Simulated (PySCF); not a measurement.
Static response to an electric field

C2H11PSSi2.
Structure used (GFN2-xTB), in Å, numbered top down from 1:
```
atom  x, y, z in Å
C1    -2.7517   -0.1472   -0.7341
C2    -2.2451    0.5830    0.4923
S3    -0.4674    1.0096    0.3692
Si4    0.4503   -0.8808    0.7918
P5     2.6636   -0.7660    0.9454
Si6    3.2432    0.4691   -0.8267
H7    -3.8240   -0.3122   -0.6476
H8    -2.5607    0.4417   -1.6279
H9    -2.2599   -1.1111   -0.8408
H10   -2.7489    1.5415    0.6087
H11   -2.3832   -0.0063    1.3974
H12    0.1237   -1.8354   -0.2678
H13   -0.0992   -1.3399    2.0679
H14    2.6916    0.2753    1.8451
H15    2.5072    1.7295   -0.9092
H16    4.6754    0.7200   -0.6707
H17    2.9780   -0.3587   -2.0030
```

Level: CAM-B3LYP/def2-SVPD (PySCF), static field, nuclei fixed, core orbitals frozen in the response. The polarisability tensor in these axes (au):

```
x   160.41  -1.50  -2.17
y    -1.50 113.44  -7.96
z    -2.17  -7.96 113.31
```

Question: What are the eigenvalues, a third of the trace, and Δα (Δα² = ½Σ(αi − αj)² over the three pairs)?

Answer: Principal values 105.30, 121.33 and 160.53 au; mean 129.05 au = 19.12 Å³ = 21.28 × 10⁻⁴⁰ C²·m²/J; Δα = 49.22 au (38 % of the mean).

Question: What is the dipole moment, and where does it point?

Answer: (-1.30, -0.17, -0.13) D, 1.32 D in size, pointing from the negative to the positive side. Measured along this direction, the outermost atoms are H16 at the negative end and H7 at the positive end.

Question: Directions of the eigenvectors, and the extent of the frame along each?

Answer: Largest value along (1.00, -0.02, -0.04), where the nuclei span 8.46 Å; middle along (-0.01, 0.71, -0.70), 4.24 Å; least along (0.05, 0.70, 0.71), 3.17 Å. The response follows the extents in order.

Question: Orientational against electronic polarisability at 400 K (dilute gas, rigid molecules)?

Answer: In Gaussian units μ²/3kT = 10.53 Å³ against 19.12 Å³, a ratio of 0.55; the Debye molar polarisation (4π/3)N_A(α + μ²/3kT) is 74.8 cm³/mol, leaving out the vibrational part.

Question: Estimate the molar refractivity from the static electronic polarisability.

Answer: Lorentz–Lorenz: R = (4π/3)N_A α = 2.5225 cm³/(mol·Å³) × 19.12 Å³ = 48.2 cm³/mol, in the limit of long wavelengths.

Question: Sum over states: ᾱ = Σ f/ω², ω in Eh. What share falls to these 8 lowest TDDFT singlets (eV, f)? 5.60, 0.0032; 5.99, 0.0085; 6.16, 0.0240; 6.33, 0.0441; 6.50, 0.0717; 6.55, 0.0779; 6.79, 0.0199; 6.88, 0.0203.

Answer: They add up to 4.77 au, 3.7 % of the 129.05 au; the largest single term is 1.34 au, from the state at 6.55 eV. Terms in order: 0.08, 0.17, 0.47, 0.82, 1.26, 1.34, 0.32, 0.32 au. Higher excitations give the rest. The strengths listed sum to 0.269.

Isolated species at its GFN2-xTB geometry (one conformer only).

These values come from a run that also computed excited states. On an Arm Neoverse N1 with one thread, no GPU, shared host, this took 99 s of wall time and 1.1 GiB of memory at its peak.
